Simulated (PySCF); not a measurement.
# Adding and removing an electron: InN

PBE0; In cc-pVDZ-PP with ECP28, N cc-pVDZ; scalar-relativistic core potentials (PySCF 2.14). Neutral (UKS): triplet (π ↑↑), Re = 2.227 Å, ωe = 448 cm⁻¹, De = 1.70 eV, HOMO -5.18 eV, LUMO -2.43 eV.

InN⁺ (UKS): quartet (σ ↑, π ↑↑), Re = 2.859 Å, ωe = 114 cm⁻¹, De = 0.17 eV to In⁺ + N. The energies at the minima are -244.70074 hartree for InN and -244.43882 for InN⁺.

Question: Work out the adiabatic ionisation energy, without and with harmonic zero-point energies (1 hartree = 27.2114 eV, 1 eV = 8065.5 cm⁻¹), and the change of the bond length.

Answer: At PBE0: 0.26192 hartree = 7.127 eV between the minima; the zero-point term (114.0 − 448.0)/2 cm⁻¹ = -0.021 eV makes it 7.107 eV. Re changes by +63.2 pm against the neutral. The electron leaves a σ orbital, and the ion is left as a loose complex of an ion and an atom.

Weak bonds: InN⁺. Basis-set superposition, not corrected here, can be much of De in a small basis, most of all at correlated wavefunction levels. Spin–orbit coupling is left out, which matters for elements this heavy, above all for dissociation energies. For an ion De counts to the pair picked by the measured ionisation energies or electron affinities, which need not be the lowest pair at this level. States were picked by a PBE0 search and need not be the measured ground states.
